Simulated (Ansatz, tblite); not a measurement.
Forces on BH2(nPr) (C3H9B) at its PBE0-D4/def2-SVP geometry. Total charge 0; singlet.

The xTB rows come from tblite. Another isomer (singlet) lies 1.24 eV lower at PBE0-D4/def2-TZVP; other spin states weren't run for this one.

GFN1-xTB (tblite), largest force 0.64 eV/Å:

```xyz
13
positions Å, forces eV/Å
B    -1.351   -0.660   -1.457   -0.350    0.125   -0.326
C    -0.229   -0.812   -0.383    0.158   -0.286    0.064
C     0.061    0.596    0.181   -0.270    0.566   -0.129
C     1.147    0.595    1.247    0.439   -0.185    0.380
H    -2.521   -0.806   -1.177    0.518    0.050   -0.121
H    -1.078   -0.309   -2.585   -0.125   -0.167    0.488
H     0.705   -1.206   -0.820   -0.234    0.108    0.148
H    -0.521   -1.473    0.450    0.092    0.182   -0.197
H    -0.863    1.026    0.605    0.182   -0.195   -0.041
H     0.356    1.271   -0.641    0.014   -0.219    0.144
H     2.097    0.209    0.846   -0.296    0.109    0.058
H     1.333    1.610    1.632   -0.147   -0.260   -0.197
H     0.865   -0.041    2.101    0.020    0.172   -0.271
```

GFN2-xTB (tblite), largest force 1.18 eV/Å:

```
B -0.849 0.197 -0.801
C 0.210 -0.226 0.134
C -0.171 0.456 -0.069
C 0.394 -0.129 0.348
H 0.867 0.086 -0.186
H -0.184 -0.268 0.827
H -0.249 0.138 0.261
H 0.199 0.244 -0.208
H 0.246 -0.236 -0.078
H -0.014 -0.281 0.204
H -0.371 0.141 0.099
H -0.126 -0.348 -0.194
H 0.051 0.226 -0.339
```

PBE-D4/def2-TZVP (Ansatz), largest force 0.34 eV/Å:

```
B -0.075 0.042 -0.065
C -0.095 -0.294 -0.144
C -0.129 0.304 -0.072
C 0.180 -0.037 0.172
H 0.138 0.020 -0.026
H -0.028 -0.037 0.132
H 0.014 0.016 0.028
H 0.025 0.018 0.010
H 0.015 -0.016 -0.005
H -0.002 -0.020 0.012
H -0.033 0.007 0.006
H -0.014 -0.019 -0.017
H 0.004 0.015 -0.030
```
